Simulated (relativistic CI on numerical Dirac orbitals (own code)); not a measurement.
**Level scheme of Re XLIX**

Computed by Dirac-Coulomb-Breit CI, separate exchange-only KLI orbitals for each configuration, QED by a radiative potential, unscaled Slater integrals (own radial code, finite nucleus).

Configuration list (outside the closed core [Ne]): 3s2 3p6 3d9, 3s2 3p5 3d10, 3s 3p6 3d10, 3s2 3p6 3d8 4s, 3s2 3p6 3d8 4p, 3s2 3p4 3d10 4s, 3s2 3p6 3d8 4d, 3s2 3p4 3d10 4p, 3s2 3p5 3d9 4s, 3s2 3p6 3d8 4f, 3s2 3p4 3d10 4d, 3s 3p5 3d10 4s, 3s2 3p5 3d9 4p, 3s 3p5 3d10 4p, 3s2 3p6 3d7 4s2, 3s2 3p5 3d9 4d, 3s 3p6 3d9 4s, 3s 3p5 3d10 4d, 3s2 3p6 3d7 4s 4p, 3p6 3d10 4s, 3s2 3p5 3d9 4f, 3s2 3p6 3d8 5s, 3s2 3p6 3d7 4p2, 3s2 3p6 3d7 4s 4d, 3s 3p6 3d9 4p, 3s2 3p6 3d8 5p, 3p6 3d10 4p, 3s2 3p5 3d8 4s2, 3s2 3p6 3d8 5d, 3s2 3p6 3d7 4p 4d, 3p6 3d10 4d, 3s2 3p6 3d8 5f, 3s 3p6 3d9 4d, 3s2 3p6 3d8 5g, 3s2 3p5 3d8 4s 4p, 3s2 3p6 3d7 4d2. Levels of other configurations are missing.

The lowest level is 3s2 3p6 3d9 2D_5/2, with 100 % of that term; Hund's rules for 3s2 3p6 3d9 give 2D with J = 5/2, in agreement.

| No. | Configuration | Term | J | E (eV) | % | Landé g | Lifetime (s) |
| --- | --- | --- | --- | --- | --- | --- | --- |
| 1 | 3s2 3p6 3d9 | 2D | 5/2 | 0.00 | 100 | 1.189 |  |
| 2 | 3s2 3p6 3d9 | 2D | 3/2 | 71.24 | 100 | 0.787 | 3.30e-07 |
| 3 | 3s2 3p5 3d10 | 2P° | 3/2 | 462.20 | 100 | 1.322 | 5.71e-13 |
| 4 | 3s2 3p5 3d10 | 2P° | 1/2 | 792.51 | 100 | 0.649 | 1.53e-13 |
| 5 | 3s 3p6 3d10 | 2S | 1/2 | 1035.51 | 100 | 1.985 | 2.07e-13 |
| 6 | 3d8(3F) 4s | 4F | 9/2 | 1665.94 | 87 | 1.294 | 1.17e-09 |
| 7 | 3d8(3F) 4s | 2F | 7/2 | 1669.05 | 62 | 1.119 | 7.82e-11 |
| 8 | 3d8(1D) 4s | 2D | 5/2 | 1675.86 | 48 | 1.339 | 2.02e-10 |
| 9 | 3d8(1D) 4s | 2D | 3/2 | 1677.33 | 50 | 0.992 | 7.34e-11 |
| 10 | 3d8(1S) 4s | 2S | 1/2 | 1696.38 | 49 | 2.033 | 4.77e-11 |
| 11 | 3d8(3F) 4s | 4F | 7/2 | 1736.36 | 74 | 1.202 | 1.98e-10 |
| 12 | 3d8(3F) 4s | 4F | 5/2 | 1737.12 | 64 | 0.963 | 1.50e-10 |
| 13 | 3d8(3P) 4s | 4P | 5/2 | 1746.04 | 49 | 1.291 | 1.63e-10 |
| 14 | 3d8(3P) 4s | 4P | 3/2 | 1746.77 | 30 | 1.095 | 1.37e-10 |
| 15 | 3d8(3P) 4s | 4P | 3/2 | 1751.34 | 61 | 1.537 | 1.24e-10 |
| 16 | 3d8(1G) 4s | 2G | 9/2 | 1751.76 | 87 | 1.129 | 1.66e-10 |
| 17 | 3d8(1G) 4s | 2G | 7/2 | 1752.38 | 86 | 0.914 | 1.24e-10 |
| 18 | 3d8(3P) 4s | 2P | 1/2 | 1753.37 | 67 | 1.309 | 6.41e-11 |
| 19 | 3d8(3F) 4p | 4D° | 7/2 | 1763.93 | 48 | 1.273 | 1.43e-11 |
| 20 | 3d8(3F) 4p | 2G° | 9/2 | 1765.64 | 41 | 1.144 | 2.24e-11 |
| 21 | 3d8(1D) 4p | 2D° | 3/2 | 1773.43 | 31 | 1.260 | 2.20e-11 |
| 22 | 3d8(1D) 4p | 2F° | 5/2 | 1774.29 | 40 | 1.071 | 2.19e-11 |
| 23 | 3d8(1S) 4p | 2P° | 1/2 | 1793.72 | 61 | 0.662 | 1.03e-11 |
| 24 | 3d8(3F) 4s | 4F | 3/2 | 1812.69 | 59 | 0.596 | 2.39e-10 |
| 25 | 3d8(3F) 4s | 2F | 5/2 | 1813.92 | 36 | 1.048 | 1.07e-10 |
| 26 | 3d8(3F) 4p | 4G° | 7/2 | 1834.49 | 56 | 1.010 | 1.40e-12 |
| 27 | 3d8(3F) 4p | 4F° | 5/2 | 1835.00 | 39 | 1.115 | 3.16e-13 |
| 28 | 3d8(1S) 4s | 2S | 1/2 | 1838.26 | 51 | 1.969 | 5.78e-11 |
| 29 | 3s2 3p6 3d8 4p | 2D° | 3/2 | 1843.64 | 24 | 1.188 | 7.53e-13 |
| 30 | 3d8(3P) 4p | 2D° | 5/2 | 1845.25 | 26 | 1.069 | 2.33e-13 |
| 31 | 3d8(3P) 4p | 4P° | 1/2 | 1847.81 | 55 | 1.801 | 2.29e-11 |
| 32 | 3d8(1G) 4p | 2H° | 9/2 | 1849.38 | 67 | 0.976 | 2.25e-11 |
| 33 | 3d8(1G) 4p | 2F° | 7/2 | 1851.39 | 55 | 1.076 | 1.32e-13 |
| 34 | 3d8(3P) 4p | 4D° | 3/2 | 1851.53 | 44 | 1.265 | 1.63e-13 |
| 35 | 3d8(3F) 4p | 4G° | 11/2 | 1877.66 | 87 | 1.239 | 2.10e-12 |
| 36 | 3d8(3F) 4p | 4F° | 9/2 | 1880.85 | 59 | 1.229 | 2.07e-12 |
| 37 | 3d8(3F) 4p | 2F° | 7/2 | 1881.32 | 57 | 1.208 | 1.39e-13 |
| 38 | 3d8(3F) 4p | 2D° | 5/2 | 1881.66 | 63 | 1.148 | 1.09e-13 |
| 39 | 3d8(1D) 4p | 2D° | 5/2 | 1887.84 | 58 | 1.232 | 1.16e-13 |
| 40 | 3d8(1D) 4p | 2F° | 7/2 | 1890.44 | 48 | 1.231 | 1.30e-12 |
| 41 | 3d8(1D) 4p | 2P° | 1/2 | 1891.20 | 60 | 0.973 | 2.07e-12 |
| 42 | 3d8(3P) 4p | 2P° | 3/2 | 1891.79 | 53 | 1.202 | 8.96e-14 |
| 43 | 3d8(1S) 4p | 2P° | 3/2 | 1910.08 | 49 | 1.335 | 4.77e-13 |
| 44 | 3d8(3F) 4p | 4G° | 5/2 | 1910.52 | 46 | 0.789 | 5.28e-13 |
| 45 | 3d8(3F) 4p | 2D° | 3/2 | 1915.00 | 36 | 0.853 | 9.09e-14 |
| 46 | 3d8(1S) 4p | 2P° | 1/2 | 1936.93 | 57 | 0.660 | 1.96e-13 |
| 47 | 3d8(3F) 4p | 4G° | 9/2 | 1948.21 | 68 | 1.158 | 2.09e-12 |
| 48 | 3d8(3F) 4p | 4D° | 5/2 | 1948.76 | 44 | 1.118 | 6.07e-13 |
| 49 | 3d8(3F) 4p | 4F° | 7/2 | 1949.95 | 57 | 1.148 | 8.61e-13 |
| 50 | 3d8(3F) 4p | 2D° | 3/2 | 1950.56 | 47 | 0.956 | 1.14e-13 |
| 51 | 3d8(3P) 4p | 4P° | 5/2 | 1957.13 | 44 | 1.258 | 4.52e-13 |
| 52 | 3d8(3P) 4p | 4D° | 7/2 | 1958.43 | 47 | 1.189 | 1.41e-12 |
| 53 | 3d8(3P) 4p | 2D° | 3/2 | 1960.09 | 34 | 1.054 | 1.18e-13 |
| 54 | 3d8(3P) 4p | 2P° | 1/2 | 1960.53 | 38 | 0.746 | 1.38e-13 |
| 55 | 3d8(1G) 4p | 2H° | 11/2 | 1961.85 | 87 | 1.106 | 2.14e-12 |
| 56 | 3d8(1G) 4p | 2F° | 5/2 | 1963.10 | 82 | 0.901 | 8.36e-14 |
| 57 | 3d8(3P) 4p | 2P° | 1/2 | 1965.11 | 44 | 1.382 | 1.55e-13 |
| 58 | 3d8(3P) 4p | 4D° | 5/2 | 1965.18 | 57 | 1.296 | 1.70e-12 |
| 59 | 3d8(1G) 4p | 2G° | 7/2 | 1966.40 | 52 | 1.017 | 8.61e-13 |
| 60 | 3d8(3P) 4p | 4S° | 3/2 | 1967.52 | 41 | 1.473 | 1.22e-12 |
| 61 | 3d8(1G) 4p | 2G° | 9/2 | 1968.66 | 71 | 1.077 | 1.96e-12 |
| 62 | 3d8(3F) 4d | 4P | 5/2 | 2022.74 | 39 | 1.364 | 1.29e-12 |
| 63 | 3d8(3F) 4p | 4F° | 3/2 | 2024.28 | 27 | 0.921 | 1.91e-12 |
| 64 | 3d8(3F) 4d | 4D | 7/2 | 2025.59 | 37 | 1.237 | 1.24e-12 |
| 65 | 3d8(1D) 4p | 2D° | 5/2 | 2025.75 | 27 | 0.997 | 5.74e-13 |
| 66 | 3d8(1D) 4p | 2F° | 7/2 | 2026.30 | 34 | 1.039 | 2.04e-12 |
| 67 | 3d8(3F) 4d | 2H | 11/2 | 2026.54 | 46 | 1.092 | 1.16e-12 |
| 68 | 3d8(3F) 4p | 4D° | 1/2 | 2026.70 | 55 | 0.358 | 3.41e-13 |
| 69 | 3d8(3F) 4d | 4G | 9/2 | 2028.76 | 34 | 1.143 | 1.14e-12 |
| 70 | 3d8(1D) 4d | 2D | 3/2 | 2032.91 | 51 | 1.028 | 1.30e-12 |

Energies count from the lowest computed level; ° marks odd parity; lifetimes are radiative, by E1, M1, E2, M2 decay to levels of this space only. Percentages are summed over parent terms; the parents shown are those of the largest component, closed shells are left out there.

The mean weight of the leading LS term, summed over parents, in these 70 levels is 55 %, and that of the leading jj configuration (from the same eigenvectors) 99 %, so jj coupling describes them better and the LS labels are nominal.

At this charge energies of transitions that change n are usually good to better than 1 %, and those within a shell (Δn = 0) to a few per cent.

LS names give the leading component of a level, which can be under half, so a name can repeat, a term be missing and a line seem to break the LS rules.
